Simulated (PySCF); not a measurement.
Electron correlation in Ca (calcium, neutral)

[Ar] 3d2, high-spin 3F determinant (an excited configuration). All numbers are calculated (PySCF 2.14, no relativity, point nucleus, in def2-TZVPPD (6s5p3d, 36 functions)). Frozen: [Ar]; 2 electrons correlated.

With two correlated electrons CCSD is exact within the correlated space (frozen core and kept virtual orbitals).

```
level  correlation energy (mhartree)
 CCSD                          -7.11
```

Diagnostics: T1 = 0.0079, D1 = 0.0112, largest double amplitude 0.123.

Cost of the coupled-cluster step: roughly 0.28 core-seconds, for 2 correlated electrons.
